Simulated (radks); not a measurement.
Fractional charge and spin in the 6s shell of thulium: the spin-up occupation runs from 0 to 1 and the spin-down occupation from 0 to 1; the fullest corner is Tm, [Xe] 4f(up 6.5, down 6.5) 6s(up 1, down 1). Calculated with a radial shooting solver on a logarithmic mesh with Libxc functionals: scalar-relativistic Kohn-Sham, PBE, spin-polarised, spherical densities, point nucleus. Energy (eV) above the fullest corner. The planes named below are the two flat planes that join the four corners, with an edge along up + down = one added electron.

\begin{tabular}{lrrrrr}
down \ up & 0 & 0.25 & 0.5 & 0.75 & 1 \\ \hline
0 & 18.556 & 14.948 & 11.703 & 8.812 & 6.264 \\
0.25 & 14.948 & 11.758 & 8.914 & 6.410 & 4.238 \\
0.5 & 11.703 & 8.914 & 6.457 & 4.329 & 2.523 \\
0.75 & 8.812 & 6.410 & 4.329 & 2.567 & 1.113 \\
1 & 6.264 & 4.238 & 2.523 & 1.113 & 0.000 \\
\end{tabular}

Corners above the fullest one (they belong to Tm+ and the next ion): (up 1, down 0) 6.264 eV, (up 0, down 1) 6.264 eV, (up 0, down 0) 18.556 eV. With half an added electron in each spin the energy lies 0.193 eV from the planes, and with half an added electron in spin up alone -0.707 eV. The planes are only a guide here: the flat-plane condition holds for ground states with one frontier orbital, while this shell lies below other occupied shells, so the corners above the fullest one are inner-hole states and not the ground states of those ions.
